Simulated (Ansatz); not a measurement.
The first iterations of a band of CH4O + FH4NSi (13 atoms, charge 0, multiplicity 1).

These are results of Ansatz 0.2.0, RKS PBE-D4/6-31G*, not measurements.

- movable images: 5
- climbing image: yes
- spring: 5.0 eV/Å²
- optimiser: quadratic models (default)
- start path: through a guess of the saddle point
- force threshold: 0.05 eV/Å
- iteration limit: 60
- end points: relaxed

Image 0:

```xyz
13
Properties=species:S:1:pos:R:3
Si -1.196 -0.061 -0.494
F 0.075 -0.158 -1.548
H -1.532 -1.448 -0.066
H -0.810 0.911 0.571
N -2.629 0.580 -1.212
H 1.382 -0.910 -0.301
O 1.395 -1.100 0.661
C 2.142 -0.057 1.281
H -2.687 1.571 -1.446
H -3.171 0.019 -1.869
H 3.198 -0.034 0.941
H 2.135 -0.259 2.364
H 1.698 0.947 1.116
```

Image 6:

```xyz
13
Properties=species:S:1:pos:R:3
Si -1.046 -0.461 0.384
F 0.502 -1.027 -2.112
H -1.570 -1.829 0.101
H -1.513 0.068 1.709
N -1.408 0.754 -0.771
H 0.807 -1.036 -1.190
O 0.640 -0.768 0.454
C 1.497 0.315 0.856
H -1.933 1.600 -0.568
H -1.168 0.618 -1.752
H 2.538 -0.041 0.797
H 1.281 0.614 1.898
H 1.372 1.193 0.196
```

| iteration | highest image above the first end (eV) | largest band force component (eV/Å) |
| --- | --- | --- |
| 1 | 2.387 | 6.486 |
| 2 | 1.114 | 2.153 |
| 3 | 1.037 | 1.278 |
| 4 | 0.949 | 5.285 |
| 5 | 0.977 | 0.991 |
| 6 | 0.951 | 1.162 |

Task: Does the band converge within its limit, and where does its top end?

Result: The forces met the threshold. It ended after 20 iterations with the highest image 0.815 eV above the first end. A vibrational analysis at the climbing image gives one clearly imaginary mode, 463i cm⁻¹: a first-order saddle point. The orbitals stay closed-shell, which can raise the energy where a bond breaks towards radicals; this wasn't checked here.

Time of the run: 2 min on 2 threads of INTEL(R) XEON(R) PLATINUM 8581C CPU @ 2.10GHz (Emerald Rapids), on a shared host, peak memory 0.16 GiB.
